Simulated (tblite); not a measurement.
Species: C5H9GeNSi.
SMILES with atom numbers: `[GeH3:1][SiH2:2][c:3]1[cH:4][cH:5][n:6][cH:7][cH:8]1` (hydrogens: H9, H10, H11 on Ge1; H12, H13 on Si2; H14 on C4; H15 on C5; H16 on C7; H17 on C8)

Computed with GFN2-xTB (tblite), gas phase: L-BFGS steps from a force-field or distance-geometry start until the largest atomic force falls under 0.01 eV/Å.

Step 13: E = -594.4020 eV
```
atom  x, y, z in Å  |  force x, y, z in eV/Å
Ge1     2.7600    0.1920   -0.5492    0.106  -0.024  -0.001
Si2     1.2548   -1.2775    0.4733    0.004   0.072  -0.046
C3     -0.4014   -0.3964    0.2556   -0.037   0.011  -0.011
C4     -0.6423    0.7983    0.9334   -0.049  -0.019  -0.026
C5     -1.8512    1.4481    0.7427   -0.027  -0.012   0.008
N6     -2.8018    1.0015   -0.0641    0.114  -0.038   0.001
C7     -2.5647   -0.1128   -0.7357    0.042  -0.047   0.008
C8     -1.3903   -0.8423   -0.6172    0.016   0.003   0.053
H9      2.2555    0.8178   -1.8154    0.002  -0.003  -0.001
H10     4.0879   -0.3863   -0.9458   -0.005   0.025   0.009
H11     3.1322    1.3806    0.2895    0.012  -0.016  -0.014
H12     1.2065   -2.5984   -0.1643   -0.008   0.045   0.038
H13     1.5204   -1.4060    1.9117   -0.004  -0.039  -0.038
H14     0.1067    1.2144    1.5997   -0.110  -0.078  -0.057
H15    -2.0810    2.3689    1.2651    0.010  -0.002  -0.016
H16    -3.3581   -0.4422   -1.3954   -0.003   0.031   0.003
H17    -1.2401   -1.7475   -1.1941   -0.060   0.091   0.090
```

Step 14: E = -594.4043 eV
```
atom  x, y, z in Å  |  force x, y, z in eV/Å
Ge1     2.7686    0.1916   -0.5500    0.029  -0.002   0.001
Si2     1.2548   -1.2733    0.4714    0.032   0.012  -0.015
C3     -0.4049   -0.3995    0.2575   -0.017   0.064   0.007
C4     -0.6457    0.7949    0.9347   -0.066   0.016  -0.023
C5     -1.8527    1.4480    0.7422   -0.028  -0.003   0.027
N6     -2.8043    1.0041   -0.0648    0.111  -0.066  -0.027
C7     -2.5685   -0.1118   -0.7354    0.064  -0.044   0.017
C8     -1.3945   -0.8419   -0.6143   -0.002  -0.021   0.032
H9      2.2602    0.8173   -1.8160    0.006  -0.008   0.009
H10     4.0951   -0.3791   -0.9493    0.031  -0.007   0.002
H11     3.1387    1.3818    0.2867    0.011  -0.013  -0.007
H12     1.2045   -2.5983   -0.1600   -0.004   0.064   0.028
H13     1.5200   -1.4130    1.9109   -0.008  -0.016  -0.068
H14     0.1028    1.2109    1.6002   -0.089  -0.066  -0.036
H15    -2.0801    2.3703    1.2638    0.013  -0.016  -0.023
H16    -3.3581   -0.4428   -1.3991   -0.011   0.048   0.019
H17    -1.2428   -1.7471   -1.1885   -0.071   0.058   0.054
```

**Question.** Estimate the geometry and energy of step 15. (The exact step hangs on the optimiser's Hessian estimate; all steps are aligned on step 14, rigid shifts and turns removed.)

**Answer.** E = -594.4059 eV, largest force 0.075 eV/Å
```
atom  x, y, z in Å  |  force x, y, z in eV/Å
Ge1     2.7755    0.1911   -0.5505   -0.029   0.014  -0.001
Si2     1.2550   -1.2698    0.4697    0.041  -0.015   0.004
C3     -0.4075   -0.4007    0.2591    0.003   0.055  -0.004
C4     -0.6493    0.7925    0.9352   -0.047   0.044   0.003
C5     -1.8542    1.4477    0.7425   -0.047  -0.004   0.012
N6     -2.8044    1.0046   -0.0661    0.067  -0.025  -0.019
C7     -2.5700   -0.1118   -0.7349    0.034  -0.044  -0.004
C8     -1.3976   -0.8420   -0.6114    0.019  -0.035   0.031
H9      2.2640    0.8167   -1.8163    0.009  -0.012   0.017
H10     4.1009   -0.3738   -0.9519    0.058  -0.031  -0.003
H11     3.1438    1.3825    0.2844    0.011  -0.007   0.001
H12     1.2029   -2.5972   -0.1564   -0.001   0.065   0.013
H13     1.5197   -1.4185    1.9091   -0.007   0.001  -0.075
H14     0.0981    1.2073    1.6000   -0.049  -0.039   0.000
H15    -2.0794    2.3713    1.2624    0.006  -0.014  -0.019
H16    -3.3583   -0.4421   -1.4014   -0.003   0.054   0.034
H17    -1.2462   -1.7460   -1.1835   -0.063  -0.006   0.010
```

The energy changes by -0.0016 eV. The first-order estimate −F·Δx gives -0.0024 eV and the mean of the old and new forces, exact on a quadratic surface, -0.0016 eV. The step makes an angle of 64° with the force vector and moves no atom by more than 0.008 Å.

The cost below is that of the whole relaxation. The run took 1.0 s of wall time on one thread, Arm Neoverse N1 (aarch64), on a shared host.
